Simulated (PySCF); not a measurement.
Job file and geometry (Å, from GFN2-xTB) of an NMR shielding run on SMILES C12=C(C=CS1)SC(B)=C2, C6H5BS2, PySCF, GIAO PBE0/pcSseg-1 NMR shielding, non-relativistic, gas phase; density fitting, a coarse starting grid and PySCF grid level 2 are the driver's defaults:

```
{"job": {"kind": "nmr", "xc": "PBE0", "basis": "pcSseg-1"}, "charge": 0, "multiplicity": 1}
B     -3.155961     0.182021    -0.099827
C     -1.639319     0.102604    -0.066465
C     -0.837826    -0.513027     0.874610
C      0.524560    -0.391648     0.596409
S      1.990126    -0.919092     1.356485
C      2.921967    -0.175425     0.101501
C      2.175915     0.443512    -0.849413
C      0.798761     0.323992    -0.572104
S     -0.652685     0.848272    -1.326721
H     -3.766837    -0.325640     0.757625
H     -3.694651     0.743463    -0.971513
H     -1.238719    -1.029055     1.728181
H      3.991039    -0.246692     0.150236
H      2.582953     0.956241    -1.701170
```

Problem. What does the program print?

Solution. 
```
coarse grid: 13952 points
cycle   1  E = -1052.1130502698  dE =  1.786e+00  |g| = 3.179e-01  |ddm| = 4.229e+00
cycle   2  E = -1052.1009325905  dE =  1.212e-02  |g| = 3.833e-01  |ddm| = 8.660e-01
cycle   3  E = -1052.1419161606  dE = -4.098e-02  |g| = 1.001e-01  |ddm| = 5.244e-01
cycle   4  E = -1052.1442493420  dE = -2.333e-03  |g| = 3.913e-02  |ddm| = 1.253e-01
cycle   5  E = -1052.1446078272  dE = -3.585e-04  |g| = 1.499e-02  |ddm| = 6.154e-02
cycle   6  E = -1052.1446741431  dE = -6.632e-05  |g| = 3.879e-03  |ddm| = 2.193e-02
cycle   7  E = -1052.1446777315  dE = -3.588e-06  |g| = 1.523e-03  |ddm| = 5.795e-03
final grid: 128808 points
cycle   8  E = -1052.2024983582  dE = -2.017e-05  |g| = 1.057e-02  |ddm| = 4.153e-02
cycle   9  E = -1052.2024582468  dE =  4.011e-05  |g| = 1.606e-02  |ddm| = 2.842e-02
cycle  10  E = -1052.2025268486  dE = -6.860e-05  |g| = 1.495e-03  |ddm| = 1.938e-02
cycle  11  E = -1052.2025274612  dE = -6.126e-07  |g| = 5.003e-04  |ddm| = 2.362e-03
cycle  12  E = -1052.2025275286  dE = -6.743e-08  |g| = 9.606e-05  |ddm| = 5.880e-04
cycle  13  E = -1052.2025275307  dE = -2.062e-09  |g| = 3.992e-05  |ddm| = 1.257e-04
cycle  14  E = -1052.2025275310  dE = -3.474e-10  |g| = 1.765e-05  |ddm| = 6.437e-05
converged SCF energy = -1052.2025275310

GIAO shielding tensors (ppm)
atom      isotropic    diamagn.    paramagn.     s11        s22        s33       span
  0 B       39.222     189.902    -150.680     -7.930     -3.068    128.664    136.595
  1 C       24.747     258.700    -233.952    -49.992      5.105    119.129    169.121
  2 C       42.634     249.256    -206.622    -31.757     13.724    145.935    177.692
  3 C       38.366     264.008    -225.643     -8.535     16.977    106.654    115.190
  4 S      319.563    1055.832    -736.268    169.587    344.589    444.515    274.929
  5 C       43.302     262.950    -219.647    -45.774     45.762    129.919    175.693
  6 C       62.517     248.440    -185.923    -18.282     48.077    157.754    176.036
  7 C       24.086     263.437    -239.350    -33.106     -2.576    107.940    141.046
  8 S      282.100    1056.645    -774.545    142.178    288.287    415.835    273.658
  9 H       24.683      28.842      -4.159     20.163     25.871     28.014      7.851
 10 H       25.011      28.859      -3.848     20.108     25.814     29.110      9.002
 11 H       23.551      31.891      -8.340     19.491     24.913     26.249      6.758
 12 H       24.079      29.887      -5.808     20.658     24.708     26.870      6.212
 13 H       24.222      30.262      -6.040     19.909     25.732     27.025      7.116
```

Size and cost of the density-fitted run: 192 basis functions, 31 s wall time on 1 thread of an Arm Neoverse V1, shared host.
